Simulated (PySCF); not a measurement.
CH3F3OSi, SMILES O[Si](F)(F)CF.

The structure is a stationary point at PBE-D3(BJ)/def2-SVP. The structure was generated by enumeration, and PubChem lists no compound with its InChIKey, so it may never have been made. Other conformers were not sampled.

Level of theory: PBE/def2-TZVP in PySCF.

The molecule is in vacuum.

```json
{
  "total_energy": "-703.97488 hartree",
  "highest_occupied_level": "-7.96 eV",
  "lowest_empty_level": "-0.95 eV",
  "orbital_gap": "7.01 eV",
  "dipole_moment": "2.28 D",
  "quadrupole, principal values (traceless, Buckingham form, about the centre of nuclear charge)": "-4.09, -0.79, 4.88 D·Å",
  "mean_static_polarisability": "39.6 bohr³ (5.88 Å³)",
  "polarisability_principal_values": "36.3, 40.5, 42.2 bohr³"
}
```
